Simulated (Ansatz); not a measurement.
Ansatz (an electronic-structure program) input:

Ansatz 0.2 input:
```yaml
crystal:
  periodic: [false, false, false]
  atoms:
    - {symbol: P, position_ang: [0.03250720, -0.05666463, 0.05072503]}
    - {symbol: H, position_ang: [0.00392946, -0.00963856, -1.35582486]}
    - {symbol: H, position_ang: [1.39733700, 0.61532213, 0.12299923]}
    - {symbol: H, position_ang: [-0.65116604, 1.13786303, 0.34586113]}
    - {symbol: H, position_ang: [-1.23770843, -0.89357720, 0.12608909]}
basis:
  gaussian:
    orbitals: def2-TZVPD
hamiltonian:
  xc: {name: r2SCANh}
magnetization: {spin_polarized: true, initial_magnetization: 1}
output: {forces: true}
```

Question: Predict the final energy.

Answer: -343.64009 Eh (r2SCANh/def2-TZVPD). The basis has 79 functions.
